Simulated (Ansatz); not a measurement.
Two isomers of C2H8B2O: A = `CCBBO`, B = `BB(C)OC`.

Program: Ansatz. Geometries: PBE0-D4/def2-TZVP. ΔE: electronic, gas phase. CBS: MP2 limit from def2 TZ/QZ plus the TZ coupled-cluster correction, frozen cores. DFT in def2-TZVPP. B3LYP here is the variant with VWN-RPA as its local correlation; programs differ in this. One conformer a species, not always the lowest.

Problem. Which isomer does CCSD(T)/CBS put lower? Give the gap. (Estimate.)

Solution. Computed: A, by 40.1 kJ/mol.

Problem. Give E(B) − E(A) in kJ/mol with PBE0-D4, B3LYP-D4, B2PLYP, B3LYP, r2SCAN-D4, CCSD/def2-TZVPP, MP2/def2-TZVPP. (Estimate.)

Solution. Computed: PBE0-D4 41.0, B3LYP-D4 34.6, B2PLYP 36.7, B3LYP 35.2, r2SCAN-D4 37.8, CCSD/def2-TZVPP 37.5, MP2/def2-TZVPP 41.9. None reverses the order clearly.

Largest T1 diagnostic: 0.013.

In def2-TZVPP, CCSD(T) changes the Hartree–Fock value by +7.9 kJ/mol (the triples alone add +0.2 kJ/mol) and MP2 by +12.2 kJ/mol.
